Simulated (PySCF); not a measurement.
## `S=C1C=C/C1=C\Cl`, C₅H₃ClS

Molfile (atoms numbered from 1):
```
C5H3ClS
     RDKit          3D

 10 10  0  0  0  0  0  0  0  0999 V2000
   -1.1535    2.4729   -0.0573 S   0  0  0  0  0  0  0  0  0  0  0  0
   -0.8414    0.8943   -0.0203 C   0  0  0  0  0  0  0  0  0  0  0  0
   -1.6156   -0.3494    0.0107 C   0  0  0  0  0  0  0  0  0  0  0  0
   -0.4925   -1.1127    0.0248 C   0  0  0  0  0  0  0  0  0  0  0  0
    0.3999    0.0579   -0.0044 C   0  0  0  0  0  0  0  0  0  0  0  0
    1.6969    0.3234   -0.0145 C   0  0  0  0  0  0  0  0  0  0  0  0
    2.9006   -0.8998    0.0114 Cl  0  0  0  0  0  0  0  0  0  0  0  0
   -2.6692   -0.5476    0.0187 H   0  0  0  0  0  0  0  0  0  0  0  0
   -0.2944   -2.1672    0.0475 H   0  0  0  0  0  0  0  0  0  0  0  0
    2.0781    1.3328   -0.0391 H   0  0  0  0  0  0  0  0  0  0  0  0
  1  2  2  0
  2  3  1  0
  3  4  2  0
  4  5  1  0
  5  6  2  0
  6  7  1  0
  5  2  1  0
  3  8  1  0
  4  9  1  0
  6 10  1  0
M  END
```

Method used: GIAO wB97X-D/pcSseg-1 magnetisability, rotational g tensor and spin-rotation constants, non-relativistic, gas phase (PySCF 2.14.0). Geometry: GFN2-xTB.

Q: How diamagnetic is it, and how anisotropic?

A: Isotropic -990 × 10⁻³⁰ J/T², or -59.6 × 10⁻⁶ cm³/mol; principal values -1335, -939, -697 × 10⁻³⁰ J/T², anisotropy 558 × 10⁻³⁰ J/T² (root of half the summed squared differences of the principal values). The susceptibility is in cgs units.

Q: Split it along the inertial axes a, b, c into diamagnetic and paramagnetic parts about the centre of mass, with the quadrupole moment.

A: 
```tsv
axis	χ (10⁻⁶ cm³/mol)	diamagnetic (10⁻⁶ cm³/mol)	paramagnetic (10⁻⁶ cm³/mol)	summed x² of all electrons (Å²)	quadrupole Θ (D Å)
a	-51.9	-384.1	332.3	274.7	-8.06
b	-46.6	-1215.1	1168.5	78.9	+10.06
c	-80.4	-1500.1	1419.6	11.7	-2.00
```
Anisotropies 2χaa − χbb − χcc = +23.3 and 2χbb − χaa − χcc = +39.0 × 10⁻⁶ cm³/mol. Θ is traceless in Buckingham's convention.

Q: And the rotational g tensor?

A: 
```
axis  rotational constant (GHz)        g  nuclear part  electronic part
   a                     4.1162  -0.0777        0.5648          -0.6425
   b                     0.9609  -0.0253        0.5022          -0.5275
   c                     0.7791  -0.0056        0.5140          -0.5196
```
Asymmetric top; isotopes 12C, 35Cl, 1H, 32S; no vibrational averaging.
